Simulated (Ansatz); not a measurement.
Cost and result for the atomization energy of `CC[Si]SC` (13 atoms, 12 bonds).

Cartesian coordinates in Å:
```
C 0.401 -0.454 -1.617
C 0.628 0.805 -0.772
Si -1.055 1.667 -0.498
S -1.784 0.723 1.254
C -0.580 -0.435 1.963
H -0.117 -0.224 -2.553
H 1.348 -0.932 -1.882
H -0.208 -1.194 -1.090
H 1.152 0.558 0.155
H 1.266 1.502 -1.325
H 0.289 0.101 2.344
H -0.265 -1.174 1.229
H -1.074 -0.942 2.791
```

The species carries charge 0 and has multiplicity 1. The geometry is a stationary point of PBE0-D4/def2-TZVP. It is one conformer, not always the lowest. Program: Ansatz. All runs use 4 threads of an Arm Neoverse V2 on a shared host. Times are those of one run each, without the atoms' runs, and a repeat can differ threefold. Electronic energies, without spin–orbit coupling; frozen cores. CCSD(T)/CBS adds CCSD(T) − MP2 in def2-TZVPP to the MP2 limit, and its time is that of the two runs behind it. T1 = 0.014; the RHF reference is unstable towards UHF. B3LYP takes the VWN-RPA correlation (the form of Gaussian; ORCA's B3LYP/G). HSE06 is the plane-wave form, built on full-range PBE exchange.

CCSD(T)/CBS is a level of theory with its own doubt, some kJ/mol a heavy atom from the limit and from the frozen cores, so smaller differences don't rank the functionals.

```
                            level  functions  wall time
  PBE-D4/def2-TZVPP (with forces)        289        3 s
              BHLYP-D4/def2-TZVPP        289      3.4 s
              HSE06-D4/def2-TZVPP        289      3.6 s
          CAM-B3LYP-D4/def2-TZVPP        289      3.9 s
B3LYP-D4/def2-TZVPP (with forces)        289      5.5 s
                 CCSD(T)/def2-SVP        118      5.5 s
                B2PLYP/def2-TZVPP        289      6.5 s
               ωB97X-V/def2-TZVPP        289      8.5 s
                B97M-V/def2-TZVPP        289      9.5 s
 ωB97M-V/def2-TZVPP (with forces)        289       13 s
                   MP2/def2-QZVPP        551       31 s
               CCSD(T)/def2-TZVPP        289    3.3 min
                CCSD(T)/CBS(def2)          –    3.8 min
```

What atomization energy does each give, and how far from CCSD(T)/CBS? (Estimate.)

The calculation gave: 
| level | atomization (kJ/mol) | difference from CCSD(T)/CBS | per bond |
| --- | --- | --- | --- |
| PBE-D4/def2-TZVPP (with forces) | 4856.8 | 88.7 | 7.4 |
| BHLYP-D4/def2-TZVPP | 4661.6 | -106.5 | -8.9 |
| HSE06-D4/def2-TZVPP | 4798.1 | 30.0 | 2.5 |
| CAM-B3LYP-D4/def2-TZVPP | 4773.8 | 5.7 | 0.5 |
| B3LYP-D4/def2-TZVPP (with forces) | 4772.7 | 4.6 | 0.4 |
| CCSD(T)/def2-SVP | 4517.0 | -251.1 | -20.9 |
| B2PLYP/def2-TZVPP | 4709.9 | -58.2 | -4.8 |
| ωB97X-V/def2-TZVPP | 4779.8 | 11.7 | 1.0 |
| B97M-V/def2-TZVPP | 4797.3 | 29.2 | 2.4 |
| ωB97M-V/def2-TZVPP (with forces) | 4793.1 | 25.0 | 2.1 |
| MP2/def2-QZVPP | 4757.9 | -10.2 | -0.9 |
| CCSD(T)/def2-TZVPP | 4650.6 | -117.5 | -9.8 |
| CCSD(T)/CBS(def2) | 4768.1 | 0.0 | 0.0 |

From BLYP to BHLYP (50 % exact exchange), in def2-TZVPP and without D4, the atomization energy moves by −60.6 kJ/mol: exact exchange takes away binding that semilocal exchange gives to molecules. At CCSD(T), def2-SVP lies −251.1 kJ/mol from the extrapolated value and def2-TZVPP −117.4 kJ/mol: correlation converges slowly with the basis, and small sets miss more of it in the bonded molecule than in its fragments. Leaving LDA and LC-ωPBE aside and taking each functional with its dispersion term where it has one, the values spread over 195.2 kJ/mol, from BHLYP-D4 to PBE-D4. LDA lies +590.3 kJ/mol from PBE without D4, its usual overbinding.
